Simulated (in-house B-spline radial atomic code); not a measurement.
# How G0W0 and RPA depend on the start: Ge³⁺

Configuration [Ar] 3d10 4s1, highest spin. Computed with an all-electron radial atomic-structure program (B-spline basis): all electrons, non-relativistic, point nucleus, each spin shell either full or empty, empty states to l = 9 with an (l + 1/2)⁻⁴ tail; G0W0 by contour deformation at full frequency.

```csv
start,mean-field 4s up (eV),G0W0 (eV),QP weight,RPA correlation (Eh)
Hartree-Fock,-44.09,-45.44,0.980,-1.9937
LDA VWN5,-40.91,-46.07,0.962,-2.1968
PBE,-40.53,-46.01,0.962,-2.1919
PBE0,-41.57,-45.85,0.968,-2.1359
r2SCAN,-40.88,-45.93,0.965,-2.1556
HSE06,-41.30,-45.89,0.967,-2.1403
B3LYP (VWN-RPA),-41.63,?,?,?
SCAN,-41.06,-45.94,0.966,-2.1547
TPSS,-40.39,-46.00,0.962,-2.1812
BHandHLYP,-42.71,-45.73,0.973,-2.0867
CAM-B3LYP,-43.31,-45.86,0.973,-2.1289
LC-wPBE,-44.64,-45.86,0.977,-2.1313
wB97X,-43.86,-45.77,0.976,-2.1182
PBEsol,-40.56,-46.03,0.962,-2.1933
BLYP,-40.65,-46.05,0.962,-2.1946
r2SCAN0,-41.88,?,?,?
LDA exchange-only,-39.89,-46.11,0.962,-2.1974
```

Q: What G0W0 level, weight and RPA correlation energy follow from the B3LYP (VWN-RPA) start?

A: G0W0 level -45.92 eV, weight 0.967, RPA correlation -2.1493 hartree.

Q: What G0W0 level, weight and RPA correlation energy follow from the r2SCAN0 start?

A: G0W0 level -45.80 eV, weight 0.970, RPA correlation -2.112 hartree.

Q: How much of the dependence on the start does G0W0 remove?

A: The mean-field levels span 4.75 eV and the G0W0 levels 0.665 eV. Against 45.715 ± 0.0012 eV (NIST, measured) the G0W0 removal energies are off by -0.27 to +0.39 eV, with relativity, Breit and QED terms left out.
